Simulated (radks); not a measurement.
Isoelectronic series with 24 electrons, all held in the configuration [Ar] 3d6, which need not be the ground one along the series. Calculated with a radial shooting solver on a logarithmic mesh with Libxc functionals: scalar-relativistic Kohn-Sham, BLYP, spin-polarised, spherical densities, finite nucleus; open shells are filled with parallel spins first (spin-orbit coupling, left out, can overturn this in heavy ions); Fermi nuclear charge, rms radius of each element as measured or else 0.836 A^(1/3) + 0.57 fm. Total energies (hartree) and mean radii <r> (bohr) (* marks an orbital that is empty in some or all of the ions):

| ion | E (hartree) | 4s up* | 3d down | 3d up |
|---|---|---|---|---|
| As9+ | -2230.43625 | 1.323 | 0.5754 | 0.5683 |
| Br11+ | -2557.19319 | 1.180 | 0.5131 | 0.5078 |
| Rb13+ | -2907.73716 | 1.065 | 0.4639 | 0.4598 |
| Nb17+ | -3680.96161 | 0.8939 | 0.3903 | 0.3876 |
| Tc19+ | -4104.07884 | 0.8276 | 0.3620 | 0.3597 |
| Rh21+ | -4551.85618 | 0.7704 | 0.3376 | 0.3357 |
| Ag23+ | -5024.56137 | 0.7205 | 0.3164 | 0.3147 |
| In25+ | -5522.47877 | 0.6765 | 0.2977 | 0.2962 |
| Sb27+ | -6045.91634 | 0.6375 | 0.2811 | 0.2798 |
| I29+ | -6595.20189 | 0.6025 | 0.2663 | 0.2652 |
| Cs31+ | -7170.6887 | 0.5711 | 0.2530 | 0.2520 |
| La33+ | -7772.7515 | 0.5425 | 0.2409 | 0.2400 |
| Pr35+ | -8401.7935 | 0.5166 | 0.2300 | 0.2292 |
| Pm37+ | -9058.2346 | 0.4928 | 0.2200 | 0.2192 |
| Eu39+ | -9742.5154 | 0.4709 | 0.2108 | 0.2101 |
